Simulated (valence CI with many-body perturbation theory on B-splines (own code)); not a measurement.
E1 line list for Al⁷⁺

Computed by relativistic CI+MBPT: four valence electrons over a frozen Dirac-Fock core [He], radial functions for each j: 11 s, 11 p, 10 d, 8 f, 5 g, 2 h, with the one-electron correlation potential Σ1, the two-electron term Σ2, the three-electron term Σ3, Breit, model QED; selected CI, second order for the rest, scaled by the run's own slope (own B-spline code, finite nucleus).

No measured spectrum was set against this ion. As an estimate, levels hold to about 100 cm⁻¹ or 0.05 % of their energy and the worst to 300 or 400 cm⁻¹, as in measured light ions of charge 2 to 7. Among the levels kept, up to 1500 cm⁻¹ of a level comes from second order outside the variational space, and about a tenth of that is noise between levels of different J, which matters for small intervals.

Lines 201 to 250 of 590 in falling wavelength, among levels below 1879800 cm⁻¹, chosen from the strongest by gf and those to the six lowest levels. Wavelengths and rates use the calculated energies, so an error of 200 cm⁻¹ moves a line at 483.4 Å by 0.097 % and its rate by three times that or more. Electric multipoles are in the length gauge, E1 and E2 with the static RPA response of the core. Weak lines are less certain than strong ones. Lines between different terms over intervals too small for the method are left out, as are lines whose strength nearly cancels. The highest levels of a list are the least certain.

Names give the largest LS component (configuration and term), which can be under half, so a name can repeat, a term be missing and a line seem to break the LS rules; names also repeat where a configuration has a term twice. Letters in brackets count levels of one name in rising energy.

```tsv
λ vac (Å)	Upper	Lower	A (s⁻¹)	log gf	Branch %
483.4	2p⁴ ³P_1	2s2p³ ³S°_1	2.06e+09	-0.67	11.2
420.0	2s2p²3p ¹F°_3	2s²2p3p ¹D_2	2.97e+09	-0.26	1.6
399.7	2p⁴ ¹D_2	2s2p³ ¹D°_2	8.23e+09	-0.01	89.5
391.0	2s2p²3d ³D_3 [b]	2s²2p3d ³D°_3	1.46e+09	-0.63	0.2
387.9	2s2p³ ³D°_3	2s²2p² ³P_2	1.95e+09	-0.51	99.9
387.7	2s2p³ ³D°_2	2s²2p² ³P_2	3.78e+08	-1.37	18.7
384.2	2s2p²3d ³F_4 [b]	2s²2p3d ³F°_4	1.03e+09	-0.69	0.2
383.7	2s2p³ ³D°_2	2s²2p² ³P_1	1.64e+09	-0.74	81.3
383.6	2s2p³ ³D°_1	2s²2p² ³P_1	7.78e+08	-1.29	37.7
382.4	2s2p²3s ³D_3	2s²2p3s ³P°_2	2.77e+09	-0.37	2.3
381.1	2s2p³ ³D°_1	2s²2p² ³P_0	1.25e+09	-1.09	60.6
380.6	2s2p²3d ³F_3 [b]	2s²2p3d ³F°_3	1.04e+09	-0.80	0.2
378.2	2s2p²3p ³F°_4	2s²2p3p ³D_3	1.51e+09	-0.54	75.3
378.1	2s2p²3d ³P_2 [b]	2s²2p3d ³P°_2	1.60e+09	-0.77	0.3
377.2	2s2p²3s ³D_2	2s²2p3s ³P°_1	2.16e+09	-0.64	1.8
374.5	2s2p²3p ³F°_3	2s²2p3p ³D_2	1.43e+09	-0.68	55.6
374.0	2p³3s ¹D°_2	2s2p²3s ¹D_2	7.69e+09	-0.09	6.0
363.7	2s2p²3p ³D°_3 [b]	2s²2p3p ³D_3	1.49e+09	-0.69	7.5
362.0	2p³3s ³D°_1	2s2p²3s ³D_1	3.16e+09	-0.73	5.4
362.0	2p³3s ³D°_2	2s2p²3s ³D_2	2.91e+09	-0.54	5.0
361.9	2p³3s ³D°_3	2s2p²3s ³D_3	3.96e+09	-0.26	6.7
358.1	2s2p²3p ³P°_2 [b]	2s²2p3p ³S_1	1.89e+09	-0.74	23.1
345.0	2s2p²3d ¹D_2 [a]	2s²2p3d ¹D°_2	1.87e+09	-0.78	0.4
343.7	2p³3p ⁵P_2	2s2p²3p ⁵S°_2	1.99e+09	-0.75	2.1
343.1	2p³3p ⁵P_3	2s2p²3p ⁵S°_2	1.76e+09	-0.66	1.9
340.2	2p⁴ ¹S_0	2s2p³ ¹P°_1	2.09e+10	-0.44	99.7
334.5	2p⁴ ³P_2	2s2p³ ³P°_2	2.13e+09	-0.75	11.8
328.0	2s2p³ ³P°_1	2s²2p² ³P_2	2.03e+09	-1.01	38.6
328.0	2s2p³ ³P°_2	2s²2p² ³P_2	4.06e+09	-0.48	78.3
325.2	2s2p³ ³P°_1	2s²2p² ³P_1	1.53e+09	-1.14	29.1
325.1	2s2p³ ³P°_2	2s²2p² ³P_1	1.12e+09	-1.05	21.6
325.1	2s2p³ ³P°_0	2s²2p² ³P_1	5.30e+09	-1.08	100.0
323.4	2s2p³ ³P°_1	2s²2p² ³P_0	1.70e+09	-1.10	32.2
319.0	2p³3p ⁵P_2	2s2p²3p ⁵P°_3	2.68e+09	-0.69	2.9
318.5	2p³3p ⁵P_3	2s2p²3p ⁵P°_3	2.48e+09	-0.58	2.7
318.1	2s²2p4p ¹D_2	2s²2p3d ¹F°_3	5.81e+09	-0.36	14.2
317.9	2p³3p ⁵P_1	2s2p²3p ⁵P°_2	3.64e+09	-0.78	3.9
317.0	2p³3p ⁵P_3	2s2p²3p ⁵P°_2	1.53e+09	-0.79	1.7
311.9	2p³3p ⁵P_3	2s2p²3p ⁵D°_4	7.94e+09	-0.09	8.6
310.6	2p³3p ⁵P_2	2s2p²3p ⁵D°_3	5.20e+09	-0.42	5.6
310.1	2p³3p ⁵P_3	2s2p²3p ⁵D°_3	2.57e+09	-0.59	2.8
309.2	2p³3p ⁵P_2	2s2p²3p ⁵D°_2	3.91e+09	-0.55	4.2
308.9	2s2p²3d ¹P_1 [b]	2s²2p3d ¹P°_1	4.20e+09	-0.74	1.3
308.8	2p³3s ³S°_1	2s2p²3s ³P_2 [a]	1.16e+10	-0.30	9.0
308.6	2p³3p ⁵P_1	2s2p²3p ⁵D°_1	4.53e+09	-0.71	4.9
308.0	2p³3s ⁵S°_2	2s2p²3s ⁵P_3	7.07e+09	-0.30	45.7
306.5	2p³3s ³S°_1	2s2p²3s ³P_1 [a]	7.10e+09	-0.52	5.5
305.9	2p³3s ⁵S°_2	2s2p²3s ⁵P_2	5.16e+09	-0.44	33.4
304.4	2p³3s ⁵S°_2	2s2p²3s ⁵P_1	3.15e+09	-0.66	20.4
300.8	2s²2p4p ³P_2	2s²2p3d ³D°_3	4.56e+09	-0.51	8.9
```
